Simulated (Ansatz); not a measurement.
In2Ga⁻. Total charge -1; singlet. Geometry r2SCAN-D4/def2-TZVPD.

```xyz
3

Ga    0.2944   -1.0440   -0.9846
In    1.2398    0.4642    0.9682
In   -1.5342    0.5798    0.0164
```

In the def2 sets In takes a core potential; there is no spin–orbit coupling. At HF/def2-TZVPD, PBE-D4/def2-TZVPD, PBE0-D4/def2-TZVPD the restricted singlet is unstable: a solution with broken spin symmetry lies lower. The restricted singlet is unstable towards broken spin symmetry at other levels; at LDA (SPW92)/def2-TZVPD, PBE0-D4/def2-SVPD this wasn't settled. At LDA (SPW92)/def2-TZVPD, PBE-D4/def2-TZVPD the highest occupied level of the charge -1 singlet lies above zero (up to 0.31 eV). Its loss leaves the charge 0 doublet, which lies 1.57 eV higher (vertical, at PBE-D4/def2-TZVPD), but this difference is unsure: the doublet is doubtful (geometry relaxed on an unsound state). The geometry of the singlet was relaxed on an unsound state (restricted singlet, unstable towards broken spin symmetry). The order of the spin states hangs on the level: the triplet lies 0.08 eV below the singlet at PBE0-D4/def2-TZVPD, but 0.11 eV above it at LDA (SPW92)/def2-TZVPD. The singlet is doubtful at PBE0-D4/def2-TZVPD (restricted singlet, unstable towards broken spin symmetry). The singlet is doubtful at LDA (SPW92)/def2-TZVPD (restricted singlet, unstable towards broken spin symmetry at other levels and untested here). The structure comes from a short search, and lower isomers may exist.

(1) Estimate the orbital energies around the gap (eV) in Ansatz with HF/def2-TZVPD, LDA (SPW92)/def2-TZVPD, PBE-D4/def2-TZVPD, PBE0-D4/def2-SVPD, PBE0-D4/def2-TZVPD.

Results:

(1) 
```csv
orbital,HF/def2-TZVPD,LDA (SPW92)/def2-TZVPD,PBE-D4/def2-TZVPD,PBE0-D4/def2-SVPD,PBE0-D4/def2-TZVPD
HOMO−9,-23.39,-13.99,-13.95,-16.48,-16.49
HOMO−8,-23.31,-13.91,-13.87,-16.40,-16.40
HOMO−7,-23.27,-13.90,-13.86,-16.39,-16.39
HOMO−6,-23.13,-13.76,-13.73,-16.24,-16.25
HOMO−5,-23.05,-13.69,-13.66,-16.17,-16.17
HOMO−4,-11.26,-6.78,-6.54,-7.86,-7.92
HOMO−3,-5.81,-3.63,-3.36,-4.11,-4.17
HOMO−2,-5.60,-3.40,-3.15,-3.87,-3.94
HOMO−1,-1.63,0.01,0.15,-0.37,-0.45
HOMO,-1.54,0.16,0.31,-0.22,-0.28
LUMO,3.30,0.42,0.62,1.24,1.17
LUMO+1,3.50,0.72,0.92,1.54,1.46
LUMO+2,3.59,2.00,2.16,2.78,2.64
LUMO+3,3.94,2.25,2.36,3.06,2.67
LUMO+4,4.35,2.33,2.40,3.07,2.90
LUMO+5,4.61,2.57,2.60,3.29,2.94
```
